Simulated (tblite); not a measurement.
C₇H₆N₃ (charge -1).
Numbering: `[CH3:1][c:2]1[cH:3][cH:4][c:5]2[n-:6][n:7][n:8][c:9]2[cH:10]1` (hydrogens: H11, H12, H13 on C1; H14 on C3; H15 on C4; H16 on C10)

Computed geometry: GFN2-xTB, gas phase.

Question: Give the optimised bond lengths and angles.

Answer: 
```json
{"bond": "C1–C2", "length (Å)": "1.507"}
{"bond": "C2–C3", "length (Å)": "1.409"}
{"bond": "C3–C4", "length (Å)": "1.374"}
{"bond": "C4–C5", "length (Å)": "1.393"}
{"bond": "C5–N6", "length (Å)": "1.352"}
{"bond": "N6–N7", "length (Å)": "1.314"}
{"bond": "N7–N8", "length (Å)": "1.315"}
{"bond": "N8–C9", "length (Å)": "1.352"}
{"bond": "C9–C10", "length (Å)": "1.394"}
{"bond": "C2–C10", "length (Å)": "1.377"}
{"bond": "C5–C9", "length (Å)": "1.436"}
{"bond": "C1–H11, C1–H12, C1–H13", "length (Å)": "1.091"}
{"bond": "C3–H14", "length (Å)": "1.086"}
{"bond": "C4–H15", "length (Å)": "1.084"}
{"bond": "C10–H16", "length (Å)": "1.084"}
```

Bonds in one row agree within 0.01 Å and their mean is given. A selection of angles:
```json
{"angle": "C2–C1–H11", "degrees": "110.9"}
{"angle": "H11–C1–H12", "degrees": "108.5"}
{"angle": "H11–C1–H13", "degrees": "107.7"}
{"angle": "C1–C2–C3", "degrees": "118.7"}
{"angle": "C1–C2–C10", "degrees": "120.7"}
{"angle": "C3–C2–C10", "degrees": "120.6"}
{"angle": "C2–C3–C4", "degrees": "122.4"}
{"angle": "C2–C3–H14", "degrees": "118.1"}
{"angle": "C4–C3–H14", "degrees": "119.5"}
{"angle": "C3–C4–C5", "degrees": "117.9"}
{"angle": "C3–C4–H15", "degrees": "121.2"}
{"angle": "C5–C4–H15", "degrees": "120.9"}
{"angle": "C4–C5–N6", "degrees": "133.4"}
{"angle": "C4–C5–C9", "degrees": "120.2"}
{"angle": "N6–C5–C9", "degrees": "106.5"}
{"angle": "C5–N6–N7", "degrees": "106.6"}
{"angle": "N6–N7–N8", "degrees": "113.8"}
{"angle": "N7–N8–C9", "degrees": "106.6"}
{"angle": "N8–C9–C10", "degrees": "133.0"}
{"angle": "C5–C9–N8", "degrees": "106.5"}
{"angle": "C5–C9–C10", "degrees": "120.6"}
{"angle": "C9–C10–H16", "degrees": "120.6"}
{"angle": "C2–C10–C9", "degrees": "118.4"}
{"angle": "C2–C10–H16", "degrees": "120.9"}
```

C2 (substituted aromatic carbon) is planar (angles 120.7°, 120.6° and 118.7°, sum 360.0°, 0.01 Å off the plane of its three neighbours). N6 (two-coordinate ring nitrogen) is bent (angle 106.6°). The 6-membered ring C2–C3–C4–C5–C9–C10 has internal angles of 117.9° to 122.4° (sum 720°, against 720° for a flat polygon); it is planar, 0.00 Å rms from its mean plane, widest ring torsion 0°. C9 (ring-fusion aromatic carbon) is planar (angles 133.0°, 120.6° and 106.5°, sum 360.0°, 0.00 Å off the plane of its three neighbours). C4 (aromatic CH carbon) is planar (angles 121.2°, 120.9° and 117.9°, sum 360.0°, 0.00 Å off the plane of its three neighbours). C3 (aromatic CH carbon) is planar (angles 122.4°, 119.5° and 118.1°, sum 360.0°, 0.00 Å off the plane of its three neighbours). The 7 C–C bonds span 1.374 Å (C3–C4, aromatic) to 1.507 Å (C1–C2, drawn single), a spread of 0.133 Å.

Its GFN2-xTB frequencies are all real (lowest 57 cm⁻¹). 2 starts were optimised and ended at 0.00 and 0.08 kcal/mol (GFN2-xTB); the lowest of these is shown.
